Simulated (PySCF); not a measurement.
CoCl₂, SMILES [Cl][Co][Cl] (connectivity only; charge and spin as stated), neutral, multiplicity 4.

Geometry optimised at PBE0-D3(BJ)/def2-TZVP. The spin state was assumed, not searched. The isomer is the one that the SMILES or the coordinates give; other isomers of the formula were not compared.

Level of theory: PBE0/def2-TZVPD (PySCF).

Computed frontier levels, dipole moment and polarisability:
- α spin, highest occupied and lowest empty level = -9.23 and -1.08 eV
- β spin, highest occupied and lowest empty level = -8.98 and -4.03 eV
- dipole moment = 0.00 D
- mean static polarisability = 56.6 bohr³ (8.38 Å³)
- polarisability, principal values = 42.3, 42.3, 85.2 bohr³
- ⟨S²⟩ = 3.761 (pure state 3.75)
